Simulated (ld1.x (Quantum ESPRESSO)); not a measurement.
## Transferability test, TM potential for oxygen (O)

- Element: oxygen (O)
- Generator: ld1.x (Quantum ESPRESSO) 7.5
- Type: norm-conserving Troullier–Martins (Kleinman–Bylander form)
- Functional: BLYP
- Relativity: non-relativistic
- Frozen core: [He]
- Valence charge: 6
- Reference configuration: 2s2 2p1 (charge +3)
- Partial waves: 2s (bound): rc 0.60 bohr; 2p (bound): rc 1.90 bohr
- Local potential: all-electron potential smoothed inside 1.00 bohr (lloc = -1)
- Core correction: a·sin(br)/r model core inside 0.60 bohr

Energies are relative to the spin-unpolarised reference configuration 2s2 2p1; without spin polarisation the order of configurations can differ from experiment.

```csv
valence configuration,charge,ΔE all-electron (eV),error AE − PS (meV)
2s2 2p4,0,-103.993,+1873
2s2 2p3,+1,-87.557,+1281
2s2 2p2,+2,-53.941,+463
2s2 2p4.3,-0.3,-106.116,+1966
2s2 2p3.5,+0.5,-97.706,+1627
2s0 2p6,0,-74.390,+3592
2s1 2p5,0,-89.216,+2711
```

Levels in the configuration 2s2 2p3.5:

| level | all-electron (eV) | pseudo (eV) |
| --- | --- | --- |
| 2s | -31.207 | -30.988 |
| 2p | -16.282 | -16.882 |

ld1.x printed “convergence not achieved” for 1 of the counted tests; its residual had stalled under 1e-8, short of the target of 1e-14.
